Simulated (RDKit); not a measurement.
A run for RDKit: UFF on FH3Si (SMILES F[SiH3]).

```python
from rdkit import Chem
from rdkit.Chem import AllChem, rdDetermineBonds

blocks = [
'''5

Si   -0.04240064    0.00098102   -0.00905180
F     1.52778439   -0.03533398    0.32689231
H    -0.39088868    1.36810597   -0.44650025
H    -0.30817046   -0.97411436   -1.08626532
H    -0.78632461   -0.35963865    1.21502505
''',
]
mol = None
for b in blocks:
    f = Chem.MolFromXYZBlock(b)
    rdDetermineBonds.DetermineBonds(f, charge=0)
    mol = f if mol is None else Chem.CombineMols(mol, f)
Chem.SanitizeMol(mol)
print(Chem.MolToSmiles(Chem.RemoveHs(mol)))
ff = AllChem.UFFGetMoleculeForceField(mol, vdwThresh=100.0, ignoreInterfragInteractions=False)
e = ff.CalcEnergy()
print(f'UFF energy {e:.6f} kcal/mol')
```

Program output:

```
F[SiH3]
UFF energy 1.876084 kcal/mol
```

The run finished.

Cost: very roughly 0.020 core-seconds.
